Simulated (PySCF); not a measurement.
**How methods differ on the ionisation energy of Li⁺**

Li⁺ 1s2 (1S) → Li²⁺ 1s1 (2S), as a difference of total energies. All numbers are calculated (PySCF 2.14, no relativity, point nucleus, in pcseg-2 (4s2p1d, 15 functions)). Correlated levels: valence: nothing frozen. The calculations carry no spin-orbit coupling.

```csv
method,ionisation energy (eV),difference from reference (eV)
UHF,74.914,-0.726
BP86,76.243,+0.603
M06-L,76.355,+0.715
MP2 (valence),75.175,-0.465
SCS-MP2 (valence),75.228,-0.412
CCSD (valence),75.220,-0.420
```

Reference: 75.640 eV (theoretical estimate listed by NIST; NIST Atomic Spectra Database, ionization energies).

Errors of the correlated levels include the incompleteness of this basis.

With two correlated electrons CCSD is exact in that space.
